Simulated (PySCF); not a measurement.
Atom-mapped SMILES (the numbers label the heavy atoms): `[CH3:1][CH2:2][n:3]1[n:4][cH:5][c:6]([C:7]#[N:8])[n:9]1` (H(Xn): hydrogen on atom n).

Computed data (PySCF 2.14.0 with density-fitted response routines): GFN2-xTB geometry, GIAO PBE0/pcSseg-1 shieldings. A single conformation, averaged over atoms made equivalent by symmetry, fast rotation or ring inversion, no relativistic terms, in vacuum.

List the cross peaks expected in HSQC, COSY and HMBC spectra.

## Answers



HSQC (one-bond C–H):
| δH | δC |
| --- | --- |
| 7.98 (H(C5)) | 146.5 (C5) |
| 4.58 (H(C2)) | 52.2 (C2) |
| 1.53 (H(C1)) | 19.4 (C1) |

COSY cross peaks (H two or three bonds apart, from the bond graph; peaks can be absent where the dihedral angle is near 90°):
| δH | δH |
| --- | --- |
| 4.58 (H(C2)) | 1.53 (H(C1)) |

HMBC (two and three bonds, from the bond graph):
| δH | δC |
| --- | --- |
| 7.98 (H(C5)) | 127.1 (C6), 117.4 (C7) |
| 4.58 (H(C2)) | 19.4 (C1) |
| 1.53 (H(C1)) | 52.2 (C2) |

Scale: TMS for 1H (σref 31.72), 13C (σref 186.93) (reference shieldings calculated alike).

Shifts are as computed. Against solution values, carbons near 30 ppm lie about +3 ppm off and those near 130 ppm about +5 ppm. Of 1211 compounds with measured shifts, 218 miss one by over three times the rms of a fit or turn the order of signals round; such compounds aren't used in these exercises.
